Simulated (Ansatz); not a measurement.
C3H6Si, SMILES `[SiH3]C1=CC1` (charge 0, multiplicity 1).

Cartesian coordinates (Å):
SMILES: C1C(=C1)[SiH3]
```xyz
10

Si     1.6731     0.0270     0.1982
C     -0.1556     0.1728     0.2062
C     -1.2546     0.8537     0.2946
C     -1.4740    -0.5996     0.0882
H      2.0969    -0.8844     1.2864
H      2.3001     1.3544     0.3912
H      2.1135    -0.5461    -1.0949
H     -1.7204     1.8147     0.4270
H     -1.7834    -0.9689    -0.8874
H     -1.7957    -1.2237     0.9195
```
Charge 0, multiplicity 1.

Frozen-core energies in 6-31g from Ansatz (a first-principles code) at a geometry from B3LYP-D3(BJ)/def2-TZVP; the HF reference has <S^2> = 0.00 (restricted, and unstable towards unrestricted orbitals) and the T1 diagnostic is 0.010.

```csv
level,energy (Ha)
HF,-405.80571
MP2,-406.12934
CCSD,-406.17140
CCSD(T),-406.18233
```

### Question
Estimate the energies of CCSDT and CCSDT(Q), and give each level's difference from CCSDT(Q).

### Answer

| level | energy (Ha) | difference from CCSDT(Q) (mHa) |
|---|---|---|
| MP2 | -406.12934 | 54.63 |
| CCSD | -406.17140 | 12.58 |
| CCSD(T) | -406.18233 | 1.65 |
| CCSDT | -406.18294 | 1.04 |
| CCSDT(Q) | -406.18398 | 0.00 |
